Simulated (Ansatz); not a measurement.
`[NH2][Al]([SH])[SH]`, relaxed with RKS PBE-D4/def2-SVP in the Gaussian-basis code of Ansatz from a rough embedded geometry. The force threshold is 0.03 eV/Å; the program also tests the step.

The species carries charge 0 and has multiplicity 1.

Start:

```xyz
8

N     0.287    1.656   -0.038
Al   -0.231   -0.097   -0.346
S     0.740   -1.239   -2.006
S    -1.763   -1.112    0.880
H    -0.619    2.282   -0.092
H     0.595    1.779    0.972
H     1.801   -1.723   -1.188
H    -0.810   -1.545    1.818
```

**Question.** How much energy does the relaxation release, and in how many steps? (An estimate is asked.)

**Answer.** The calculation gave: 96.63 kJ/mol, in 17 steps, 1 of them rejected.

**Question.** Which bonds change most? (An estimate is asked.)

**Answer.** The calculation gave: N1–H5 from 1.102 to 1.022 Å; N1–Al2 from 1.854 to 1.779 Å; S3–H7 from 1.425 to 1.364 Å; S4–H8 from 1.406 to 1.363 Å.

**Question.** Give the relaxed structure. (An estimate is asked.)

**Answer.** Ansatz gave: 
```xyz
8

N     0.159    1.534    0.069
Al   -0.222   -0.203    0.051
S     0.671   -1.568   -1.435
S    -1.616   -1.008    1.552
H     0.622    2.052   -0.680
H    -0.105    2.172    0.824
H     1.675   -0.694   -1.730
H    -1.184   -2.285    1.348
```
